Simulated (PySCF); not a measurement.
Mo(O)2(Cl)(OMe) (CH3ClMoO3), SMILES C[O][Mo](=[O])(=[O])[Cl], multiplicity 1. Coordinates come from a PBE-D3(BJ)/def2-SVP optimisation. The multiplicity is an assumed one; no other spin state was optimised. The structure was generated by enumeration; whether it is a known compound was not checked. The def2 effective core potentials stand for the cores of Mo; spin–orbit coupling is left out. One conformer was computed; it need not be the lowest.

Computed equilibrium geometry at PBE-D3(BJ)/def2-SVP (PySCF confirms it by a frequency run) as a Z-matrix (one conformer of several):
```
O
C 1 1.4141
H 2 1.1101 1 109.37
H 2 1.1101 3 108.75 1 -118.74
H 2 1.1112 3 109.42 4 -119.08
Mo 1 1.8550 2 139.73 3 116.88
O 6 1.6956 1 108.63 2 -6.31
O 6 1.6969 7 107.83 1 118.51
Cl 6 2.2888 7 109.80 8 120.11
```
